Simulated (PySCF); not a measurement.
Ga(CH₃)₂NH₂, optimised at B3LYP/6-31G*:

```xyz
12

C     -1.7129    -0.9054    -0.0471
Ga    -0.0203     0.1227     0.0260
C      1.8108    -0.6107     0.2176
N     -0.1638     1.9500    -0.0969
H     -1.8373    -1.5026     0.8631
H     -1.7034    -1.5965    -0.8973
H     -2.5785    -0.2434    -0.1484
H      2.0365    -1.2959    -0.6071
H      2.5618     0.1854     0.2221
H      1.8997    -1.1767     1.1516
H      0.6246     2.5835    -0.0730
H     -1.0409     2.4444    -0.1969
```

Energies from PySCF, thermal terms from the rigid-rotor harmonic-oscillator model, ideal gas at 1 bar. 6-31G* has spherical d functions here. All species are closed-shell singlets. B3LYP is the form with VWN-RPA correlation. Ga: all electrons, no relativistic terms. Ga(CH₃)₂NH₂: computed as isolated molecules; such fragments, hydroxides, amides, oligomers or adducts are transient or little studied in the gas.

Problem. List the harmonic frequencies (cm⁻¹, unscaled, methyl torsions left out) at this level and at the other levels, each on its own geometry.

Solution. 
- B3LYP/6-31G*: 138, 143, 168, 228, 423, 524, 578, 659, 675, 705, 756, 774, 795, 1272, 1275, 1492, 1496, 1500, 1501, 1598, 3048, 3050, 3121, 3122, 3135, 3135, 3567, 3673
- HF/6-31G*: 157, 171, 183, 332, 427, 557, 602, 705, 709, 734, 795, 828, 845, 1396, 1400, 1606, 1609, 1612, 1615, 1743, 3185, 3188, 3248, 3249, 3266, 3266, 3798, 3898
- PBE/def2-SVP: 139, 140, 164, 291, 419, 522, 571, 616, 657, 676, 701, 724, 746, 1169, 1171, 1377, 1381, 1384, 1388, 1470, 2974, 2976, 3068, 3069, 3084, 3084, 3496, 3602
- PBE0/def2-TZVP: 144, 156, 168, 283, 424, 544, 593, 646, 673, 689, 726, 754, 771, 1226, 1228, 1446, 1450, 1453, 1456, 1564, 3050, 3052, 3128, 3129, 3145, 3145, 3612, 3716
